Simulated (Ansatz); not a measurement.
Start from `O[Si](F)(F)F` and change one atom or group to get `CC[Si](F)(F)F`.

Ansatz, PBE0-D4/def2-TZVP geometries, multiplicity 1. Each molecule was computed in one conformer, which needn't be the lowest.

| property | `O[Si](F)(F)F` |
| --- | --- |
| HOMO energy (ωB97M-V/def2-TZVPP) / eV | -13.20 |
| zero-point energy (PBE0-D4/def2-TZVP) / kJ/mol | 62.2 |
| HOMO–LUMO gap (PBE0/def2-TZVPP) / eV | 10.88 |
| size of the dipole moment (ωB97M-V/def2-TZVPP) / D | 2.14 |
| LUMO energy (PBE0/def2-TZVPP) / eV | 0.18 |
| HOMO energy (B3LYP/def2-TZVPP) / eV | -10.40 |

Q: What does the change do to each property? (Best estimate.)

A: Ansatz gave: 
| property | `CC[Si](F)(F)F` | shift |
| --- | --- | --- |
| HOMO energy (ωB97M-V/def2-TZVPP) / eV | -11.78 | 1.42 |
| zero-point energy (PBE0-D4/def2-TZVP) / kJ/mol | 197.8 | 135.6 |
| HOMO–LUMO gap (PBE0/def2-TZVPP) / eV | 10.29 | -0.59 |
| size of the dipole moment (ωB97M-V/def2-TZVPP) / D | 2.48 | 0.34 |
| LUMO energy (PBE0/def2-TZVPP) / eV | 0.78 | 0.60 |
| HOMO energy (B3LYP/def2-TZVPP) / eV | -9.30 | 1.10 |

With PBE0 the HOMO rises by 1.20 eV and the LUMO rises by 0.60 eV, so the gap narrows by about 0.60 eV. PBE moves the HOMO by 0.76 eV and ωB97M-V by 1.42 eV. The zero-point energy changes by 135.6 kJ/mol with +15 modes. Dipoles are sizes alone; their direction can turn.

B3LYP here is the variant with VWN-RPA as its local correlation; programs differ in this.
